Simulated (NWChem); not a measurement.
All runs are NWChem calculations. System: Cd, charge 0, spin multiplicity 1. Level: B2PLYP/def2-SVP with def2 effective core potentials on Cd, 4 core orbitals frozen.

Input file:

```
start mol
memory heap 200 mb stack 900 mb global 1100 mb
geometry units angstroms nocenter noautoz
  Cd     0.000000     0.000000     0.000000
  symmetry group D2h
end
basis spherical
  * library def2-svp
end
ecp
  Cd library def2-ecp
end
dft
  xc hfexch 0.53 becke88 0.47 lyp 0.73 mp2 0.27
  dftmp2
  semidirect memsize 60000000 filesize 0
  iterations 100
end
mp2
  freeze core 4
end
task dft energy
```

Output (cleaned and shortened):

```
             Northwest Computational Chemistry Package (NWChem) 7.3.0
             --------------------------------------------------------

                                NWChem Input Module
                                -------------------

 Scaling coordinates for geometry "geometry" by  1.889725989
 (inverse scale =  0.529177249)

                             Geometry "geometry" -> ""
                             -------------------------

 Output coordinates in angstroms (scale by  1.889725989 to convert to a.u.)

  No.       Tag          Charge          X              Y              Z
 ---- ---------------- ---------- -------------- -------------- --------------
    1 Cd                  48.0000     0.00000000     0.00000000     0.00000000

 Effective nuclear repulsion energy (a.u.)       0.0000000000

            Nuclear Dipole moment (a.u.)
            ----------------------------
        X                 Y               Z
 ---------------- ---------------- ----------------
     0.0000000000     0.0000000000     0.0000000000

      Symmetry information
      --------------------

 Group name             D2h
 Group number             26
 Group order               8
 No. of unique centers     1

      Symmetry unique atoms

     1


 Summary of "ao basis" -> "" (spherical)
 ------------------------------------------------------------------------------
       Tag                 Description            Shells   Functions and Types
 ---------------- ------------------------------  ------  ---------------------
 *                          def2-svp                  on all atoms

 Summary of "ao basis" -> "ao basis" (spherical)
 ------------------------------------------------------------------------------
       Tag                 Description            Shells   Functions and Types
 ---------------- ------------------------------  ------  ---------------------
 Cd                         def2-svp                11       31   5s3p2d1f

 Summary of "ao basis" -> "ao basis" (spherical)
 ------------------------------------------------------------------------------
       Tag                 Description            Shells   Functions and Types
 ---------------- ------------------------------  ------  ---------------------
 Cd                         def2-svp                11       31   5s3p2d1f

      Symmetry analysis of basis
      --------------------------

        ag          9
        au          1
        b1g         2
        b1u         5
        b2g         2
        b2u         5
        b3g         2
        b3u         5

            General Information
            -------------------
          SCF calculation type: DFT
          Wavefunction type:  closed shell.
          No. of atoms     :     1
          No. of electrons :    20
           Alpha electrons :    10
            Beta electrons :    10
          Charge           :     0
          Spin multiplicity:     1
          Use of symmetry is: on ; symmetry adaption is: on
          Maximum number of iterations: 100
          AO basis - number of functions:    31
                     number of shells:    11
          Convergence on energy requested:  1.00D-06
          Convergence on density requested:  1.00D-05
          Convergence on gradient requested:  5.00D-04

              XC Information
              --------------
                     Hartree-Fock (Exact) Exchange  0.530
                    Becke 1988 Exchange Functional  0.470
              Lee-Yang-Parr Correlation Functional  0.730

             Grid Information
             ----------------
          Grid used for XC integration:  medium
          Radial quadrature: Mura-Knowles
          Angular quadrature: Lebedev.
          Tag              B.-S. Rad. Rad. Pts. Rad. Cut. Ang. Pts.
          ---              ---------- --------- --------- ---------
          Cd                  1.55      123           7.0       590
          Grid pruning is: on
          Number of quadrature shells:   123
          Spatial weights used:  Erf1

          Convergence Information
          -----------------------
          Convergence aids based upon iterative change in
          total energy or number of iterations.
          Levelshifting, if invoked, occurs when the
          HOMO/LUMO gap drops below (HL_TOL):  1.00D-02
          DIIS, if invoked, will attempt to extrapolate
          using up to (NFOCK): 10 stored Fock matrices.

                    Damping( 0%)  Levelshifting(0.5)       DIIS
                  --------------- ------------------- ---------------
          dE  on:    start            ASAP                start
          dE off:    2 iters        100 iters           100 iters

      Screening Tolerance Information
      -------------------------------
          Density screening/tol_rho:  1.00D-10
          AO Gaussian exp screening on grid/accAOfunc:  14
          CD Gaussian exp screening on grid/accCDfunc:  20
          XC Gaussian exp screening on grid/accXCfunc:  20
          Schwarz screening/accCoul:  1.00D-08

      Superposition of Atomic Density Guess
      -------------------------------------

 Sum of atomic energies:        -191.97368603

      Non-variational initial energy
      ------------------------------

 Total energy =    -166.846609
 1-e energy   =    -297.321974
 2-e energy   =     130.475365
 HOMO         =      -0.280773
 LUMO         =       0.056499

      Symmetry analysis of molecular orbitals - initial
      -------------------------------------------------

 !! scf_movecs_sym_adapt:   26 vectors were symmetry contaminated

  Symmetry fudging

 !! scf_movecs_sym_adapt:   23 vectors were symmetry contaminated

  Numbering of irreducible representations:

     1 ag          2 au          3 b1g         4 b1u         5 b2g
     6 b2u         7 b3g         8 b3u

  Orbital symmetries:

     1 ag          2 b3u         3 b2u         4 b1u         5 ag
     6 b1g         7 b3g         8 b2g         9 ag         10 ag
    11 b3u        12 b2u        13 b1u        14 ag         15 b2u
    16 b3u        17 b1u        18 ag         19 b3g        20 b2g

------------------------------------------------------------
EAF file 0: "./mol.aoints.0" size=524288 bytes
------------------------------------------------------------
               write      read    awrite     aread      wait
               -----      ----    ------     -----      ----
     calls:        1         0         0         0         0
   data(b): 5.24e+05  0.00e+00  0.00e+00  0.00e+00
   time(s): 0.00e+00  0.00e+00  0.00e+00  0.00e+00  0.00e+00
rate(mb/s): 0.00e+00  0.00e+00
------------------------------------------------------------

 !! scf_movecs_sym_adapt:   26 vectors were symmetry contaminated

  Symmetry fudging

 !! scf_movecs_sym_adapt:   24 vectors were symmetry contaminated

   convergence    iter        energy       DeltaE   RMS-Dens  Diis-err    time
 ---------------- ----- ----------------- --------- --------- ---------  ------
 d= 0,ls=0.0,diis     1   -167.4423439489 -1.67D+02  9.26D-03  2.02D-02     0.3

 !! scf_movecs_sym_adapt:   20 vectors were symmetry contaminated

  Symmetry fudging

 !! scf_movecs_sym_adapt:   20 vectors were symmetry contaminated

 d= 0,ls=0.0,diis     2   -167.4456935492 -3.35D-03  3.32D-03  2.07D-03     0.3

 !! scf_movecs_sym_adapt:   20 vectors were symmetry contaminated

  Symmetry fudging

 !! scf_movecs_sym_adapt:   16 vectors were symmetry contaminated

 d= 0,ls=0.0,diis     3   -167.4458530312 -1.59D-04  5.12D-04  6.94D-04     0.4

 !! scf_movecs_sym_adapt:   18 vectors were symmetry contaminated

  Symmetry fudging

 !! scf_movecs_sym_adapt:   16 vectors were symmetry contaminated

 d= 0,ls=0.0,diis     4   -167.4459249688 -7.19D-05  7.03D-05  1.53D-07     0.4

 !! scf_movecs_sym_adapt:   18 vectors were symmetry contaminated

  Symmetry fudging

 !! scf_movecs_sym_adapt:   14 vectors were symmetry contaminated

 d= 0,ls=0.0,diis     5   -167.4459250316 -6.28D-08  2.20D-06  1.50D-09     0.4

         Total DFT energy =     -167.445925031568
      One electron energy =     -297.301013415724
           Coulomb energy =      144.988107343866
    Exchange-Corr. energy =      -15.133018959710
 Nuclear repulsion energy =        0.000000000000

 Numeric. integr. density =       20.000000010556

     Total iterative time =      0.2s

                  Occupations of the irreducible representations
                  ----------------------------------------------

                     irrep           alpha         beta
                     --------     --------     --------
                     ag                4.0          4.0
                     au                0.0          0.0
                     b1g               1.0          1.0
                     b1u               1.0          1.0
                     b2g               1.0          1.0
                     b2u               1.0          1.0
                     b3g               1.0          1.0
                     b3u               1.0          1.0

                       DFT Final Molecular Orbital Analysis
                       ------------------------------------

 Vector    8  Occ=2.000000D+00  E=-5.851597D-01  Symmetry=b2g
              MO Center=  3.1D-29, -8.6D-30, -7.2D-29, r^2= 5.5D-01
   Bfn.  Coefficient  Atom+Function         Bfn.  Coefficient  Atom+Function
  ----- ------------  ---------------      ----- ------------  ---------------
    18      0.919872  1 Cd d  1              23      0.164669  1 Cd d  1

 Vector    9  Occ=2.000000D+00  E=-5.851597D-01  Symmetry=b3g
              MO Center= -8.6D-30,  3.2D-29, -6.5D-29, r^2= 5.5D-01
   Bfn.  Coefficient  Atom+Function         Bfn.  Coefficient  Atom+Function
  ----- ------------  ---------------      ----- ------------  ---------------
    16      0.919872  1 Cd d -1              21      0.164669  1 Cd d -1

 Vector   10  Occ=2.000000D+00  E=-2.540668D-01  Symmetry=ag
              MO Center= -2.3D-42,  9.5D-43, -7.2D-43, r^2= 2.9D+00
   Bfn.  Coefficient  Atom+Function         Bfn.  Coefficient  Atom+Function
  ----- ------------  ---------------      ----- ------------  ---------------
     4      0.704104  1 Cd s                  5      0.469691  1 Cd s
     2     -0.424066  1 Cd s                  3     -0.213732  1 Cd s
     1      0.180001  1 Cd s

 Vector   11  Occ=0.000000D+00  E= 9.278283D-03  Symmetry=b1u
              MO Center=  4.8D-33, -7.4D-33, -4.4D-21, r^2= 6.1D+00
   Bfn.  Coefficient  Atom+Function         Bfn.  Coefficient  Atom+Function
  ----- ------------  ---------------      ----- ------------  ---------------
    14      0.906917  1 Cd pz                 8     -0.200155  1 Cd pz
    11      0.179933  1 Cd pz

 Vector   12  Occ=0.000000D+00  E= 9.278284D-03  Symmetry=b3u
              MO Center=  3.4D-20,  4.4D-33,  8.7D-32, r^2= 6.1D+00
   Bfn.  Coefficient  Atom+Function         Bfn.  Coefficient  Atom+Function
  ----- ------------  ---------------      ----- ------------  ---------------
    12      0.906917  1 Cd px                 6     -0.200155  1 Cd px
     9      0.179933  1 Cd px

 Vector   13  Occ=0.000000D+00  E= 9.278284D-03  Symmetry=b2u
              MO Center=  2.6D-33, -1.3D-20,  1.5D-33, r^2= 6.1D+00
   Bfn.  Coefficient  Atom+Function         Bfn.  Coefficient  Atom+Function
  ----- ------------  ---------------      ----- ------------  ---------------
    13      0.906917  1 Cd py                 7     -0.200155  1 Cd py
    10      0.179933  1 Cd py

                   NWChem MP2 Semi-direct Energy/Gradient Module
                   ---------------------------------------------

  Basis functions       =     31
  Molecular orbitals    =     31
  Frozen core           =      4
  Frozen virtuals       =      0
  Active alpha occupied =      6
  Active beta occupied  =      6
  Active alpha virtual  =     21
  Active beta virtual   =     21
  Use MO symmetry       = T
  Use skeleton AO sym   = T

  AO/Fock/Back tols     =   1.0D-09  1.0D-09  1.0D-09

 GA uses MA = F    GA memory limited = T

 Available:
  local mem=  4.43D+07
 global mem=  1.44D+08
 local disk=  0.00D+00
  mp2_memr nvloc                    21
  nvloc new                    21
   1 passes of   6:        3145728                       8257                    214180.
   1 passes of   6: M     44314028           G      144177278           F      41168300.

 Semi-direct pass number   1 of   1  for RHF alpha+beta  at        0.5s
  vrange nnbf                   496
  mp2_eaftype                    10  avail_ma_in_mb                   386
 EAF : mp2_eaftype filesize          10     107090.
  mp2_eaf for mointskh                     10
Node 0 wrote      0.5 Mb in      0.0 s     Agg I/O rate:  1343.4 Mb/s
 Done moints_semi at        0.7s
  mp2_eaftype                    10  avail_ma_in_mb                   386
 EAF : mp2_eaftype filesize          10     107090.
  mp2_eaf for kh                    10
 Done maket at        0.7s
 Done multipass loop at        0.7s

          -------------------------------------------
          DFT energy                    -167.445925031568
          Unscaled MP2 energy             -0.321851840200
          Total DFT+MP2 energy          -167.532825028422
          -------------------------------------------

 -----------------------
 Performance information
 -----------------------

 Timer overhead =  1.93D-07 seconds/call

               Nr. of calls         CPU time (s)                 Wall time (s)                GFlops
             ---------------    -------------------     ------------------------------   -------------------
Name         Min   Avg   Max    Min     Avg     Max     Min     Avg     Max   Mx/calls   Min     Max     Sum
mp2: moin     1     1     1   0.21    0.21    0.21     0.21    0.21    0.21    0.21      0.0     0.0     0.0
mp2: make     1     1     1   5.45E-3 5.45E-3 5.45E-3  5.45E-3 5.45E-3 5.45E-3 5.45E-3   0.0     0.0     0.0
mp2: tota     1     1     1   0.27    0.27    0.27     0.27    0.27    0.27    0.27      0.0     0.0     0.0

 The average no. of pstat calls per process was 3.00D+00
 with a timing overhead of 5.79D-07s

 Task  times  cpu:        0.7s     wall:        0.7s

 Total times  cpu:        0.7s     wall:        0.7s
```
